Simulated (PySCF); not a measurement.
How methods differ on the ionisation energy of Nb

Nb [Kr] 4d4 5s1 (6D) → Nb⁺ [Kr] 4d4 (5D), as a difference of total energies. Computed with PySCF 2.14 in ANO-RCC-VTZP (7s6p4d2f1g, 68 functions), with scalar relativity by spin-free X2C-1e. Correlated levels: valence and next inner shell: [Ar] 3d10 frozen. The calculations carry no spin-orbit coupling.

Task: Order these methods by the ionisation energy they give, lowest first.
A. MP2 (valence and next inner shell)
B. SCS-MP2 (valence and next inner shell)
C. UHF
D. CCSD (valence and next inner shell)

Result: C (5.986 eV), B (6.407 eV), D (6.656 eV), A (6.747 eV).

Errors of the correlated levels include the incompleteness of this basis and the frozen core.

For comparison: 6.776 eV (measured; NIST levels, between the centres of gravity of the two terms).
